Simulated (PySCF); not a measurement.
WSF2, triplet: structure and spectrum

All numbers come from UB3LYP/[W def2-SVP with ECP60, S def2-SVP, F def2-SVP], scalar-relativistic core potentials, density fitting, no spin–orbit coupling, PySCF.

The structure is a minimum.

```xyz
4
charge 0 multiplicity 3, angstrom
W     0.0000    0.0000   -0.1245
S     0.0000    0.0000    2.0032
F     1.6342    0.0000   -1.0716
F    -1.6342    0.0000   -1.0716
```

| Item | Value |
| --- | --- |
| Point group | C2v |
| Bond lengths | W–F 1.889 Å (×2), W–S 2.128 Å |
| Bond angles | F–W–F 119.8°, F–W–S 120.1° (×2) |
| Heat capacity Cp at 298.15 K | 69.4 J/(mol K) |
| Principal polarisabilities | 38.5, 42.3, 65.7 bohr³ |
| Highest occupied level (α) | -6.47 eV |
| Rotational constants | 0.1661, 0.09645, 0.06102 cm⁻¹ |
| Principal quadrupole moments (Buckingham, traceless) about the centre of mass | -5.67, -0.91, 6.59 D Å |
| Enthalpy at 298.15 K above 0 K | 16.33 kJ/mol |
| Lowest empty level (β) | -3.89 eV |
| Atomisation energy without zero-point energy | 1610 kJ/mol |
| Dipole moment | 0.26 D |
| Spin squared ⟨S²⟩ | 2.031 |
| Entropy at 298.15 K and 1 bar (electronic part: spin only) | 335.1 J/(mol K) |
| Zero-point energy | 13.8 kJ/mol |
| Rotational symmetry number | 2 |

Harmonic modes (masses in u: W 183.951, S 31.972, F 18.998):
```json
{"symmetry": "b1", "ω (cm⁻¹)": "118", "IR (km/mol)": "9.6"}
{"symmetry": "b2", "ω (cm⁻¹)": "124", "IR (km/mol)": "4.8"}
{"symmetry": "a1", "ω (cm⁻¹)": "165", "IR (km/mol)": "2.0"}
{"symmetry": "a1", "ω (cm⁻¹)": "555", "IR (km/mol)": "28.7"}
{"symmetry": "b2", "ω (cm⁻¹)": "665", "IR (km/mol)": "139"}
{"symmetry": "a1", "ω (cm⁻¹)": "681", "IR (km/mol)": "95.2"}
```

In C2v the vibrations span b1 + 2b2 + 3a1. Here b1 is antisymmetric to the molecular plane and b2 lies in it.

Charges (e):
```csv
atom,Mulliken,Löwdin,polar tensor,spin (Mulliken),Mayer order to W1
W1,0.86,0.09,1.66,2.14,–
S2,-0.19,0.23,-0.45,-0.22,2.35
"F3,4",-0.33,-0.16,-0.60,0.04,1.05
```

Mulliken populations on W1 (electrons outside its core potential): s 2.61, p 6.31, d 4.12, f 0.11.

Formally W is in oxidation state +4, d2, with 2 unpaired electrons (the high-spin count). The Mulliken spin on W is 2.14. The polar-tensor charge on W, 1.66, is far below the formal one.

This need not be the most stable arrangement of these atoms. Other spin states or occupations of the open shell can lie lower. At this level a broken-symmetry Ms = 0 minimum of C2v symmetry lies 23 kJ/mol below this structure. Spin–orbit coupling, left out here, can matter for elements this heavy.

The final relaxation and frequency run took of the order of 5 core-minutes on a shared host.
